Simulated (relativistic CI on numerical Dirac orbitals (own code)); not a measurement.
## Rh⁵⁺: resonant inelastic scattering at the L2,3 edge

Computed with this model: Dirac-Coulomb-Breit CI, separate exchange-only KLI orbitals for each configuration, a model potential for QED, valence Slater integrals scaled by 0.8, Kramers-Heisenberg scattering through one core-hole configuration in a parametric crystal field; configurations [Kr] 4d4 → [He] 2s2 2p5 3s2 3p6 3d10 4s2 4p6 4d5; 80 K; core-hole width 1.6 eV; summed over polarisations. Incident energies are the highest absorption maxima for each field (at most a few, so the weaker spin-orbit partner edge can be absent), on the computed scale of the free ion. Intensities are in per cent of the strongest line above 0.02 eV; levels within 1 cm⁻¹ are merged; final levels count from the ground level, the first row holds all elastic scattering, lines under 0.4 are left out and each table stops after 24 rows. The scale of the Slater integrals is a model choice and moves the terms in proportion.

Field parameters in Wybourne normalisation: D4h B²₀ = −7Ds, B⁴₀ = 21(Dq − Dt), B⁴₄ = 21√(5/14) Dq. The field is a parameter set, without covalency.

S is read from ⟨S²⟩ = S(S + 1).

D4h, 10Dq = 40450, Ds = -1500, Dt = 330 cm⁻¹:

```csv
Final level (eV),Degeneracy,Irrep,S,3011.3 eV,3015 eV,3157.2 eV
0.000,1,A1,1.01,249.6,640.9,78.4
0.050,2,E,1.01,22.0,2.4,2.4
0.708,1,A2,1.01,2.1,3.1,3.0
0.715,1,A1,1.01,14.7,4.3,0.7
0.815,2,E,1.00,35.4,9.0,2.8
0.860,1,B2,0.93,0.1,1.3,1.3
0.875,1,B1,0.98,1.5,1.3,2.0
1.408,1,B2,0.21,2.1,0.1,0.2
1.516,1,B1,0.12,2.9,2.4,0.5
2.084,2,E,0.05,8.4,0.8,2.0
2.147,1,A1,0.05,14.8,2.6,2.8
2.487,2,B1+B2,1.99,0.1,2.0,3.6
2.492,2,E,1.99,0.1,1.1,0.6
2.493,1,A1,1.99,1.8,18.4,19.1
3.022,1,B1,1.99,0.2,1.9,5.8
3.024,2,E,1.99,1.7,21.1,17.2
3.029,1,A1,1.98,0.1,5.4,1.1
3.030,1,A2,1.98,0.0,1.1,0.4
3.763,1,A1,0.07,6.2,1.5,1.6
4.570,1,A2,1.01,0.1,0.3,1.3
4.574,1,A1,1.01,0.7,26.6,19.8
4.600,2,E,1.00,8.0,100.0,46.3
4.678,1,B1,1.01,0.3,13.4,6.3
4.689,1,B2,1.00,0.1,2.0,0.2
```

D4h, 10Dq = 40450, Ds = -860, Dt = 330 cm⁻¹:

```
Final level (eV)  Degeneracy  Irrep     S  3011.2 eV  3015 eV  3157.3 eV
           0.000           1     A1  1.01      286.8    742.9       80.5
           0.062           2      E  1.01       24.6      5.4        2.2
           0.493           1     A2  1.02        1.3      3.3        3.1
           0.519           1     A1  1.01       15.0      8.4        1.3
           0.607           2      E  1.00       33.4      9.4        2.9
           0.666           1     B2  0.97        0.0      2.1        1.4
           0.674           1     B1  0.99        1.2      3.3        2.8
           1.403           1     B2  0.13        2.6      0.0        0.2
           1.523           1     B1  0.08        3.5      2.6        0.5
           1.878           2      E  0.06        9.0      0.7        2.0
           2.026           1     A1  0.04       12.8      2.6        2.5
           2.507           1     B1  1.99        0.0      0.4        2.6
           2.507           1     B2  1.99        0.0      1.6        3.3
           2.512           2      E  1.99        0.1      1.6        1.3
           2.514           1     A1  1.99        1.7     24.1       21.1
           2.727           1     B1  1.99        0.3      2.1        5.6
           2.729           2      E  1.99        1.7     21.9       17.9
           2.736           2  A1+A2  1.98        0.2      9.8        2.9
           3.480           1     A1  0.07        9.8      2.4        2.2
           4.533           1     A1  1.00        0.7     27.0       18.6
           4.535           1     A2  1.01        0.0      2.1        1.2
           4.569           2      E  1.00        8.7    100.0       45.8
           4.667           1     B1  1.01        0.4     12.6        5.1
           4.680           1     B2  1.00        0.2      2.9        0.3
```

D4h, 10Dq = 40450, Ds = -210, Dt = 330 cm⁻¹:

```csv
Final level (eV),Degeneracy,Irrep,S,3011.1 eV,3015 eV,3157.3 eV
0.000,1,A1,1.01,412.2,1010.0,94.2
0.091,2,E,1.01,31.8,9.8,3.7
0.299,1,A2,1.02,1.0,3.5,3.6
0.365,1,A1,1.01,13.7,24.4,3.9
0.426,2,E,1.00,30.0,9.2,3.5
0.484,1,B2,0.98,0.5,3.3,2.0
0.487,1,B1,1.00,0.3,9.5,4.7
1.428,1,B2,0.09,4.1,0.1,0.5
1.557,1,B1,0.06,5.8,3.5,0.8
1.691,2,E,0.06,10.9,0.8,2.4
1.869,1,A1,0.04,11.0,2.9,2.4
2.451,1,B1,1.99,0.3,2.4,5.8
2.454,2,E,1.99,1.6,24.3,22.0
2.462,1,A1,1.98,0.5,12.8,7.9
2.462,1,A2,1.98,0.0,4.2,1.1
2.552,1,B2,1.99,0.2,2.6,6.7
2.552,1,B1,1.99,0.1,0.4,6.4
2.558,2,E,1.99,0.2,4.2,3.5
2.559,1,A1,1.99,1.8,36.8,26.6
3.263,1,A1,0.07,17.7,4.4,3.7
4.492,1,A1,1.00,1.0,30.7,19.1
4.504,1,A2,1.01,0.1,6.3,1.2
4.525,2,E,1.00,10.8,100.0,52.5
4.646,1,B2,1.00,0.5,4.2,1.5
```

For the first field the strongest loss at the lowest incident energy is the level at 0.81 eV (S = 1.00, against 1.01 in the thermal ground state). Levels of other spin, the first over 8 % at 2.08 eV, appear because spin-orbit coupling of the core hole, and in heavier ions of the valence shell too, mixes spins.
